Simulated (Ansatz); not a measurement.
Species: C2H3BBr (charge 0, doublet). It need not be the lowest isomer of its formula. 
Structure (B3LYP-D3(BJ)/def2-TZVP (Ansatz, an electronic-structure program) minimum search):
```xyz
7

C     -3.0484     0.3099    -0.3950
C     -1.7634     0.0364    -0.6564
B     -0.6838     0.2331     0.4013
Br     1.1708    -0.1076     0.1859
H     -3.3544     0.6788     0.5770
H     -3.8310     0.1766    -1.1340
H     -1.5023    -0.3324    -1.6477
```
Charge 0, spin multiplicity 2.

Quantity: atomisation energy (electronic, to ground-state atoms), in kcal/mol. Correlated levels leave the core frozen unless marked. Open shells are spin-unrestricted. Spin-orbit coupling is left out. The frozen core is the preceding noble-gas configuration, with the filled d and f shells of earlier blocks. Non-relativistic. The coupled-cluster limit lacks core correlation, which all-electron functionals hold. Basis-set limits of correlation are two-point, X^-3; Hartree-Fock from the larger set.

```csv
level,program,atomisation energy (kcal/mol)
BLYP/def2-TZVPD,Ansatz,626.8
revPBE/def2-TZVPD,Ansatz,628.8
r2SCAN-D3(BJ)/def2-TZVPD,Ansatz + dftd3,643.1
r2SCAN-D4/def2-TZVPD,Ansatz + dftd4,642.9
B3LYP-D4/def2-TZVPD,Ansatz + dftd4,634.1
PBE0-D4/def2-TZVP,Ansatz + dftd4,643.3
r2SCAN0/def2-TZVPD,Ansatz,631.9
```

Problem. Estimate the value at CCSD(T)/CBS(aug-cc-pVTZ,aug-cc-pVQZ) as computed with Ansatz.

Solution. 627.9 kcal/mol, so r2SCAN0/def2-TZVPD differs from it by 4.0 kcal/mol.
